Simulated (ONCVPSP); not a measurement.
## u(r) = r·R(r): atom against pseudo-atom (Sc (Z = 21))

Columns: radius, all-electron u(r) and pseudo u(r) of the 3s shell (level -58.06 eV) of scandium in the configuration [Ne] 3s2 3p6 3d1 4s1.5; LDA (Perdew-Zunger), scalar-relativistic, ONCV scheme, ONCVPSP 4.0.1.

```
r (bohr)  all-electron  pseudo
   0.082        0.1029  0.1035
   0.165       -0.4218  0.2103
   0.248       -0.5564  0.3203
   0.330       -0.3745  0.4317
   0.413       -0.0494  0.5453
   0.495        0.2891  0.6549
   0.578        0.5849  0.7586
   0.660        0.8063  0.8488
   0.742        0.9552  0.9219
   0.825        1.0400  0.9740
   0.908        1.0712  1.0017
   0.990        1.0619  1.0043
   1.072        1.0244  0.9844
   1.155        0.9672  0.9443
   1.238        0.8985  0.8884
   1.320        0.8248  0.8220
   1.402        0.7495  0.7492
   1.485        0.6746  0.6745
   1.568        0.6028  0.6028
   1.650        0.5363  0.5363
   1.733        0.4741  0.4741
   1.815        0.4180  0.4179
   1.898        0.3666  0.3665
   1.980        0.3210  0.3210
   2.062        0.2804  0.2803
   2.145        0.2439  0.2439
```

**Question.** How many radial nodes do the two functions have?

**Answer.** The all-electron 3s function has n − l − 1 = 2; the pseudo-wave has 0, since the states of the same l below it are removed with the core.

**Question.** At about which radius was the pseudo-wave matched?

**Answer.** 1.45 bohr, where the columns begin to agree (steps of 0.08 bohr).

**Question.** Is the pseudo-wave norm-conserving?

**Answer.** Yes: the ONCV scheme keeps the norm inside the radius equal to the all-electron one, which fixes the energy derivative of the logarithmic derivative at the level.
